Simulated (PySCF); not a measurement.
C3H4O2Si.

```xyz
10

C      0.6056    -2.3212     0.0000
C      0.2101    -1.0526     0.0000
O      1.1105     0.0197     0.0000
C      0.2953     1.1445     0.0000
O      0.7085     2.2538     0.0000
Si    -1.3167     0.0520     0.0000
H      1.6668    -2.5842     0.0000
H     -0.1324    -3.1243     0.0000
H     -2.1592     0.0844     1.2271
H     -2.1592     0.0844    -1.2271
```

Geometry: PBE0-D3(BJ)/def2-SVP. This is a generated structure with no PubChem entry under its InChIKey; it may be hypothetical.

Computed with PBE/pcSseg-1 run with PySCF. Non-relativistic, no solvent.

Computed absolute GIAO shielding of each atom: isotropic value and principal components (ppm):
```tsv
atom	σ(iso)	σ11	σ22	σ33	span
C1	72.1	-32.2	91.8	156.9	189.1
C2	22.2	-68.7	30.9	104.3	173.1
O3	-132.1	-376.5	-25.5	5.6	382.1
C4	8.8	-89.3	55.8	59.9	149.2
O5	-179.1	-518.3	-222.1	203.2	721.5
Si6	355.5	261.2	326.5	478.8	217.6
H7	25.4	22.7	24.7	29.0	6.4
H8	26.3	24.0	25.5	29.3	5.2
H9	25.6	23.3	24.5	29.2	5.9
H10	25.6	23.3	24.5	29.2	5.9
```
